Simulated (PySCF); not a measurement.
**Pd⁺: excitation energy**

Pd⁺ [Kr] 4d9 (2D) → Pd⁺ [Kr] 4d8 5s1, s spin flipped, as a difference of total energies. Computed with PySCF 2.14 in ANO-RCC-VTZP (7s6p4d2f1g, 68 functions), with the spin-free X2C one-electron Hamiltonian (Gaussian nucleus). Correlated levels: valence: [Kr] frozen. The calculations carry no spin-orbit coupling.

```csv
method,excitation energy (eV)
UHF,3.020
MP2 (valence),4.015
SCS-MP2 (valence),3.925
```

Question: How much does correlation contribute at MP2 (valence)?

Answer: 4.015 − (3.020) = 0.995 eV, measured against UHF.

The upper determinant mixes two multiplicities, so it lies between the two terms.

The basis was made for the ground configuration and has no added diffuse functions, so the excitation energy can come out too high.
